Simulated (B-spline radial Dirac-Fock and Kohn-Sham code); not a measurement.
## 2p3/2 emission of Pt

System: atomic platinum, [Xe] 4f14 5d9 6s1.

Model: independent-particle radiative and Coulomb Auger rates from relativistic LDA hole-state orbitals, with Dirac-Fock energies. Program: a radial atomic solver.

```
        line  multipole  energy (eV)  rate (s⁻¹)  share (%)  tabulated share (%)
  Lℓ (L3-M1)         E1       8259.5    9.34e+13       3.80                 3.92
       L3-M2         E2       8532.4    1.04e+12     0.0423                    –
       L3-M3         E2       8912.4    9.40e+11     0.0383                    –
 Lα2 (L3-M4)         E1       9360.8    1.99e+14       8.08                 8.06
 Lα1 (L3-M5)         E1            –    1.75e+15       71.2                 71.0
 Lβ6 (L3-N1)         E1      10832.4    2.29e+13      0.933                0.953
Lβ15 (L3-N4)         E1      11229.3    3.55e+13       1.45                 1.46
 Lβ2 (L3-N5)         E1            –    3.20e+14       13.0                 13.1
 Lβ7 (L3-O1)         E1            –    4.59e+12      0.187                    –
       L3-N7         E2      11494.4    1.28e+12     0.0522                    –
       L3-O4         E1      11561.5    2.97e+12      0.121                    –
 Lβ5 (L3-O5)         E1      11563.0    2.58e+13       1.05                    –
```

The listed lines hold 100.0 % of the radiative rate. A dash stands for an energy that rests on an unreliable hole state. The radiative width is 1.62 eV in the length form and 1.64 eV in the velocity form; the two differ because the transition energies are not eigenvalue differences of the potential that gave the orbitals. Tabulated shares: Scofield radiative rates as tabulated in xraylib 4.2.

Values without a named source are computed, but for edge energies of neutral atoms, which are taken from tables.
